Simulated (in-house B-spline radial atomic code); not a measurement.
Lu⁺. Computed with a B-spline radial atomic code. Model: non-relativistic spherical atom: semilocal Troullier-Martins pseudo-atom, one channel per l, against all electrons, high spin, G0W0 and RPA with empty states to l = 8, local potential for every l without a channel, a model core (radius 0 = none) keeps its share of the functional.

Without relativity these are model numbers for so heavy an element.

What the tables leave out is listed at the end.

The pseudopotential gives back the lowest level of each angular momentum of its own functional in the configuration it was made in; a second state of the same l is only approximately right. Exact exchange, RPA and GW see the smooth pseudo-orbitals and miss the exchange with the core, for which the functional's share stands in. The column with an uncorrelated core keeps all orbitals and exact exchange, and so separates missing core correlation from pseudisation. Only the three outermost levels and the lowest empty one were computed. RPA here is direct RPA, with no exchange kernel, and its energies carry an (l + 1/2)⁻⁴ tail. A hybrid on a potential with a model core restores only its own semilocal share of the core's exchange.

Command:
```bash
python run_psgw.py task.json out
```
Settings (lengths in bohr, energies in hartree):
```
Z                      71
electrons              70
configuration          [Xe] 4f14 6s2
generated_in           [Xe] 4f14 6s2
functional             pbe,pbe
core_shells            9
radius_factor          1.3
core_correction        False
ion_configuration      [Xe] 4f14 6s1
```

Run time, properties included: 84 s on 1 thread of Arm Neoverse N1 (shared host).

Given: made with PBE; model core radius 0 bohr; local radius 1.575 bohr; mean-field start PBE0.

Valence shells of the generating configuration: 5s, 5p, 4f, 6s.

Channel: s 1.466, p 1.615, d 2.192, f 2.046 (radii in bohr).

Computed: largest level miss in the spin-unpolarised generating configuration 0.13 eV; valence RPA correlation energy all-electron orbitals -1.8008 hartree; valence RPA correlation energy pseudo -2.5071 hartree; all-electron RPA polarisability, core included 51.06 bohr³; pseudo-atom RPA polarisability 49.234 bohr³; ionisation by mean-field pseudo minus all 0.184 eV; ionisation by RPA pseudo minus all 0.215 eV.

```json
{"level": "6s", "occupied": "1", "mean-field all-electron (eV)": "-10.931", "mean-field pseudo minus all (eV)": "-0.154", "G0W0 all-electron (eV)": "-13.359", "G0W0 uncorrelated core minus all (eV)": "0.003", "G0W0 pseudo minus all (eV)": "-0.208", "exchange self-energy all-electron (eV)": "-8.9053", "exchange self-energy pseudo (eV)": "-8.7205"}
```

What is the ionisation by mean-field all-electron?

12.95 eV.

What is the ionisation by RPA all-electron?

13.364 eV.

Given: mean-field start Hartree-Fock.

Computed: valence RPA correlation energy all-electron orbitals -1.572 hartree; valence RPA correlation energy pseudo -2.316 hartree; all-electron RPA polarisability, core included 42.601 bohr³; ionisation by mean-field all-electron 11.793 eV; ionisation by mean-field pseudo minus all 0.208 eV; ionisation by RPA all-electron 12.967 eV.

| level | occupied | mean-field all-electron (eV) | mean-field pseudo minus all (eV) | G0W0 all-electron (eV) | G0W0 uncorrelated core minus all (eV) | G0W0 pseudo minus all (eV) | exchange self-energy all-electron (eV) | exchange self-energy pseudo (eV) |
| --- | --- | --- | --- | --- | --- | --- | --- | --- |
| 6s | 1 | -11.939 | -0.211 | -13.163 | 0.004 | -0.291 | -8.4052 | -8.2456 |
| 4f | ? | ? | ? | ? | ? | ? | ? | ? |
| 5p | 1 | -46.463 | -2.543 | -46.486 | -0.039 | -2.184 | -32.941 | -32.764 |
| 5d (empty) | 0 | -4.8452 | -1.301 | -6.6177 | -0.018 | -0.575 | -6.3478 | -8.3824 |

What belongs in the row 4f?

occupied: 1; mean-field all-electron (eV): -38.811; mean-field pseudo minus all (eV): 9.917; G0W0 all-electron (eV): -34.79; G0W0 uncorrelated core minus all (eV): -0.256; G0W0 pseudo minus all (eV): 5.421; exchange self-energy all-electron (eV): -81.631; exchange self-energy pseudo (eV): -39.467.

What is the ionisation by RPA pseudo minus all?

0.269 eV.

What is the pseudo-atom RPA polarisability?

40.896 bohr³.

Among the listed levels the largest G0W0 shift of the pseudo-atom is +5.42 eV, for 4f on the Hartree-Fock start, while leaving the core uncorrelated moves that level by -0.26 eV. So pseudisation and the lost core exchange, not the missing core correlation, make the error. Not in the tables (levels of low weight, unsolved or above zero; the highest and the empty levels are kept at any weight): the PBE start was refused, since an empty level lay at or below an occupied one; on PBE0 the G0W0 levels 4f (pseudo minus all +6.24 eV, weights 0.83 and 0.71), 5p (pseudo minus all -1.48 eV, weights 0.45 and 0.76), 5d (pseudo minus all +0.72 eV, weights 0.59 and 0.39).
